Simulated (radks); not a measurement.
The numbers below are computed, except where a source is named.
Q: These are the eigenvalues of the occupied orbitals of an atom or ion with whole-number occupations (eV). Code: a radial shooting solver on a logarithmic mesh with Libxc functionals. Model: Dirac Kohn-Sham, PBE, spin-unpolarised, spherical densities, finite nucleus; Fermi nuclear charge, rms radius of each element as measured or else 0.836 A^(1/3) + 0.57 fm.

| orbital | eigenvalue |
|---|---|
| 1s1/2 | -79164.10 |
| 2s1/2 | -14655.56 |
| 2p1/2 | -14083.21 |
| 2p3/2 | -12357.71 |
| 3s1/2 | -4158.404 |
| 3p1/2 | -3902.967 |
| 3p3/2 | -3521.074 |
| 3d3/2 | -3096.160 |
| 3d5/2 | -3014.185 |
| 4s1/2 | -1535.114 |
| 4p1/2 | -1425.449 |
| 4p3/2 | -1318.579 |
| 4d3/2 | -1139.621 |
| 4d5/2 | -1117.904 |
| 5s1/2 | -735.8785 |
| 5p1/2 | -688.4506 |
| 5p3/2 | -652.7218 |

Which element is it, and in what charge state? The configuration may be excited. Open shells, if any, are shared by 2j + 1.

A: Z = 78, platinum, charge +25: Pt25+ in [Kr] 4d10 5s2 5p5. The list shows which subshells hold electrons but not how many an open one holds; the 1s level, -2909.2 hartree, gives Z - s = 76.3 by -(Z - s)^2/2, which with screening and relativity narrows Z to a few neighbours, and the depths of the outer levels then fix element, charge and occupations together.
